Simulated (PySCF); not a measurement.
C₄H₇FSi.
Atom-mapped SMILES: `[F:1][C@H:2]1[CH2:3][CH:4]=[CH:5][SiH2:6]1` (hydrogens: H7 on C2; H8, H9 on C3; H10 on C4; H11 on C5; H12, H13 on Si6)

Method: PySCF 2.14.0, PBE0-D3(BJ)/def2-SVP geometry optimisation, gas phase; density fitting, grid level 1; the optimiser is geomeTRIC in internal coordinates, started from a GFN2-xTB structure with every atom displaced at random (about 0.01 Å).

Step 8: E = -14837.3747 eV
```
atom  x, y, z in Å  |  force x, y, z in eV/Å
F1      0.7209   -1.9090   -0.9395   -0.035   0.001  -0.021
C2      0.6296   -1.0538    0.1512   -0.027  -0.005   0.083
C3      1.2096    0.3144   -0.2257   -0.011  -0.003  -0.067
C4      0.1140    1.3167   -0.4772    0.005   0.033   0.001
C5     -1.1598    1.0110   -0.1768    0.017  -0.045  -0.025
Si6    -1.2192   -0.7030    0.5512    0.016   0.013   0.032
H7      1.1903   -1.5130    0.9819    0.036  -0.003  -0.032
H8      1.8323    0.1759   -1.1270    0.020   0.019   0.020
H9      1.8925    0.6945    0.5547   -0.024  -0.005   0.028
H10     0.3988    2.2958   -0.8836   -0.001  -0.002  -0.026
H11    -1.9700    1.7244   -0.3485    0.012   0.010   0.025
H12    -1.4833   -0.6962    2.0258   -0.018  -0.012  -0.003
H13    -2.1508   -1.6740   -0.0937    0.009  -0.002  -0.015
```

Step 9: E = -14837.3773 eV
```
atom  x, y, z in Å  |  force x, y, z in eV/Å
F1      0.6612   -1.8293   -1.0395   -0.032   0.001   0.010
C2      0.6233   -1.0607    0.1192   -0.071  -0.044   0.077
C3      1.2108    0.3187   -0.1825    0.012   0.008  -0.123
C4      0.1141    1.3073   -0.4874   -0.001   0.029  -0.013
C5     -1.1649    0.9913   -0.2201    0.043  -0.062  -0.021
Si6    -1.2098   -0.6982    0.5673    0.028   0.017   0.066
H7      1.1994   -1.5927    0.8937    0.039   0.012  -0.028
H8      1.8967    0.2097   -1.0413    0.020   0.039   0.032
H9      1.8310    0.6862    0.6545   -0.035  -0.008   0.036
H10     0.4015    2.2809   -0.9037   -0.003   0.008  -0.033
H11    -1.9812    1.6862   -0.4324    0.019   0.025   0.043
H12    -1.4081   -0.6184    2.0509   -0.025  -0.024  -0.005
H13    -2.1689   -1.6968    0.0139    0.006   0.001  -0.041
```

**Question.** Estimate the geometry and energy of step 10. (The exact step hangs on the optimiser's Hessian estimate; all steps are aligned on step 9, rigid shifts and turns removed.)

**Answer.** E = -14837.3805 eV, largest force 0.080 eV/Å
```
atom  x, y, z in Å  |  force x, y, z in eV/Å
F1      0.6598   -1.8411   -1.0218   -0.022   0.002   0.000
C2      0.6248   -1.0586    0.1280   -0.039  -0.028   0.034
C3      1.2116    0.3183   -0.1910   -0.003   0.001  -0.080
C4      0.1143    1.3076   -0.4896    0.020   0.027  -0.026
C5     -1.1623    0.9954   -0.2094    0.021  -0.055  -0.006
Si6    -1.2102   -0.6980    0.5690    0.012   0.012   0.062
H7      1.2069   -1.5801    0.9049    0.023   0.005  -0.016
H8      1.8924    0.2051   -1.0531    0.014   0.026   0.029
H9      1.8366    0.6894    0.6409   -0.027  -0.003   0.026
H10     0.3994    2.2788   -0.9131   -0.001   0.009  -0.021
H11    -1.9773    1.6951   -0.4110    0.012   0.017   0.029
H12    -1.4315   -0.6369    2.0499   -0.017  -0.016  -0.002
H13    -2.1594   -1.6913   -0.0111    0.005   0.001  -0.029
```

The energy changes by -0.0033 eV. The first-order estimate −F·Δx gives -0.0039 eV and the mean of the old and new forces, exact on a quadratic surface, -0.0031 eV. The step makes an angle of 75° with the force vector and moves no atom by more than 0.030 Å.

The cost below is that of the whole optimisation. On an AMD EPYC 9R45 with one thread, no GPU (shared host), this took 49 s wall and 0.50 GiB of memory at its peak.
